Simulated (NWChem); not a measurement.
A series in which one site is exchanged, each optimised at PBE0/def2-SVP with NWChem, gas phase unless a solvent is named. This build's default masses of Se (78.918 u) and Br (79.917 u) are each other's, which moves their modes by up to 0.6 %. For some, no frequency run checked for a minimum. def2 effective core potentials on I; no spin-orbit coupling.

A: [Cl][TiH3] (TiH$_{3}$Cl; site = Cl)
B: [I][TiH3] (TiH₃I; site = I)
C: [Br][TiH3] (TiH3Br; site = Br)
D: [F][TiH3] (TiH3F; site = F)

Values for A:

* **dipole (D), PBE0/def2-SVP**: 0.56
* **vertical ionisation energy, ΔSCF, CAM-B3LYP/def2-SVP (eV)**: 11.50
* **static polarisability, CAM-B3LYP/def2-SVPD (bohr³)**: 57.5

How do these values change for the other members?


| change from A | B | C | D |
|---|---|---|---|
| dipole (D), PBE0/def2-SVP | -0.20 | -0.04 | -0.09 |
| vertical ionisation energy, ΔSCF, CAM-B3LYP/def2-SVP (eV) | -0.99 | -0.09 | +0.16 |
| static polarisability, CAM-B3LYP/def2-SVPD (bohr³) | +22.3 | +8.0 | -14.3 |
